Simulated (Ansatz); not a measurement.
Reaction (ligand exchange at a B–C bond): `BC(=C)Cl` + `N=CO` → `BOC=N` + `C=CCl`

Gas-phase electronic energies from Ansatz, PBE0-D4/def2-TZVP geometries. CCSD(T)/CBS adds triple-zeta CCSD(T) − MP2 to the extrapolated MP2 energy (def2 sets, frozen cores). This one scheme is used for every species. DFT in def2-TZVPP. One conformer a species, not always the lowest.

| level | ΔE (kcal/mol) |
| --- | --- |
| BLYP | -20.3 |
| CCSD/def2-TZVPP | -21.0 |

(1) What does CCSD(T)/CBS give? (Best estimate.)

Largest T1 diagnostic among the species: 0.015.

Results:

(1) Computed: -20.1 kcal/mol. The listed levels differ from it by -0.2, -0.9 kcal/mol.

Leaving LDA and LC-ωPBE aside and taking each functional with its dispersion term where it has one, the values, not all of them listed here, spread over 3.4 kcal/mol, from CAM-B3LYP-D4 to revPBE-D4. In def2-TZVPP, CCSD(T) changes the Hartree–Fock value by +1.2 kcal/mol (the triples alone add +0.4 kcal/mol) and MP2 by +1.8 kcal/mol.
